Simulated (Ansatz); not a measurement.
Molecular dynamics of BClF2

The input (input.yaml):

```yaml
crystal:
  periodic: [false, false, false]
  atoms:
    - { symbol: B, position_ang: [0.029274, 0.0, -0.016894] }
    - { symbol: F, position_ang: [0.014562, 0.0, 1.332781] }
    - { symbol: Cl, position_ang: [1.570793, 0.0, -0.906885] }
    - { symbol: F, position_ang: [-1.146929, 0.0, -0.679002] }
basis:
  gaussian: { orbitals: "6-31G" }
hamiltonian:
  xc: b3lyp
  dispersion: d4
md:
  timestep: 2.0
  n_steps: 500
  ensemble: nvt_langevin
  temperature: 200.0
  initial_velocities: maxwell_boltzmann
  seed: 556227
  friction: 0.001
```

Command:

```bash
$ ansatz run input.yaml --threads 1 --pin off --max-ram 2048MiB --backend cpu --events-out ev --progress --plain --runs-dir out
```

It starts from a relaxed structure.

Output, in part (step lines, the closing report, with atoms numbered from 0):

```
md step     0: t =     0.00 fs  T =   150.0 K  F+E_penalty+E_count = -18634.78419710 eV  E_kin = 0.077556 eV  (23 SCF iters)
md step     1: t =     2.00 fs  T =   144.1 K  F+E_penalty+E_count = -18634.78159051 eV  E_kin = 0.074484 eV  (22 SCF iters)
md step     2: t =     4.00 fs  T =   134.8 K  F+E_penalty+E_count = -18634.77515310 eV  E_kin = 0.069720 eV  (22 SCF iters)
md step     3: t =     6.00 fs  T =   121.7 K  F+E_penalty+E_count = -18634.76740098 eV  E_kin = 0.062942 eV  (22 SCF iters)
md step     4: t =     8.00 fs  T =   105.8 K  F+E_penalty+E_count = -18634.76013566 eV  E_kin = 0.054714 eV  (22 SCF iters)
md step     5: t =    10.00 fs  T =    89.6 K  F+E_penalty+E_count = -18634.75392382 eV  E_kin = 0.046345 eV  (23 SCF iters)
md step     6: t =    12.00 fs  T =    83.5 K  F+E_penalty+E_count = -18634.74807545 eV  E_kin = 0.043158 eV  (23 SCF iters)
md step     7: t =    14.00 fs  T =    74.6 K  F+E_penalty+E_count = -18634.74224653 eV  E_kin = 0.038551 eV  (24 SCF iters)
[... lines left out ...]
Total energy: -18634.74644583 eV, -684.8143007995 hartree
Atom 0 at     1.041093     1.753075    -1.077012 Å, force    -0.711623    -0.772570    -0.869033 eV/Å
Atom 1 at     0.683448     1.162871    -2.255031 Å, force     0.349123     0.045466     0.281368 eV/Å
Atom 2 at     1.846432     0.815896     0.178203 Å, force     0.285554    -0.044489     0.251332 eV/Å
Atom 3 at     0.619798     3.007291    -0.909009 Å, force     0.076947     0.771593     0.336333 eV/Å
Dipole moment:     0.060490     0.013386     0.045341 e Å
```

The steps, from the saved trajectory:

```json
{"time (fs)": "0", "T (K)": "150", "potential energy less start (eV)": "0.000"}
{"time (fs)": "32", "T (K)": "114", "potential energy less start (eV)": "0.028"}
{"time (fs)": "64", "T (K)": "84", "potential energy less start (eV)": "0.053"}
{"time (fs)": "96", "T (K)": "130", "potential energy less start (eV)": "0.037"}
{"time (fs)": "128", "T (K)": "163", "potential energy less start (eV)": "0.009"}
{"time (fs)": "160", "T (K)": "142", "potential energy less start (eV)": "0.033"}
{"time (fs)": "192", "T (K)": "94", "potential energy less start (eV)": "0.065"}
{"time (fs)": "224", "T (K)": "128", "potential energy less start (eV)": "0.054"}
{"time (fs)": "256", "T (K)": "222", "potential energy less start (eV)": "0.019"}
{"time (fs)": "288", "T (K)": "257", "potential energy less start (eV)": "0.026"}
{"time (fs)": "320", "T (K)": "172", "potential energy less start (eV)": "0.065"}
{"time (fs)": "352", "T (K)": "140", "potential energy less start (eV)": "0.093"}
{"time (fs)": "384", "T (K)": "218", "potential energy less start (eV)": "0.045"}
{"time (fs)": "416", "T (K)": "260", "potential energy less start (eV)": "0.023"}
{"time (fs)": "448", "T (K)": "238", "potential energy less start (eV)": "0.044"}
{"time (fs)": "480", "T (K)": "151", "potential energy less start (eV)": "0.063"}
{"time (fs)": "512", "T (K)": "226", "potential energy less start (eV)": "0.038"}
{"time (fs)": "544", "T (K)": "265", "potential energy less start (eV)": "0.024"}
{"time (fs)": "576", "T (K)": "216", "potential energy less start (eV)": "0.041"}
{"time (fs)": "608", "T (K)": "208", "potential energy less start (eV)": "0.043"}
{"time (fs)": "640", "T (K)": "176", "potential energy less start (eV)": "0.048"}
{"time (fs)": "672", "T (K)": "150", "potential energy less start (eV)": "0.066"}
{"time (fs)": "704", "T (K)": "198", "potential energy less start (eV)": "0.039"}
{"time (fs)": "736", "T (K)": "186", "potential energy less start (eV)": "0.043"}
{"time (fs)": "768", "T (K)": "178", "potential energy less start (eV)": "0.049"}
{"time (fs)": "800", "T (K)": "163", "potential energy less start (eV)": "0.039"}
{"time (fs)": "832", "T (K)": "221", "potential energy less start (eV)": "0.030"}
{"time (fs)": "864", "T (K)": "233", "potential energy less start (eV)": "0.015"}
{"time (fs)": "896", "T (K)": "266", "potential energy less start (eV)": "0.032"}
{"time (fs)": "928", "T (K)": "248", "potential energy less start (eV)": "0.048"}
{"time (fs)": "960", "T (K)": "309", "potential energy less start (eV)": "0.018"}
{"time (fs)": "992", "T (K)": "269", "potential energy less start (eV)": "0.024"}
```

All steps were run. A run of 1 ps of so small a system gives no equilibrium averages. Limits of this set-up: no polarisation functions.

The same pairs are bonded in the first frame and the last. Pairs count as bonded within 1.25 times the sum of covalent radii (0.12 Å more for H–H).

Last frame:

```xyz
4
Properties=species:S:1:pos:R:3
B 1.041 1.753 -1.077
F 0.683 1.163 -2.255
Cl 1.846 0.816 0.178
F 0.620 3.007 -0.909
```

Run time: 8.4 min on 1 thread of Arm Neoverse V1, with other jobs on the host, peak memory 0.087 GiB.
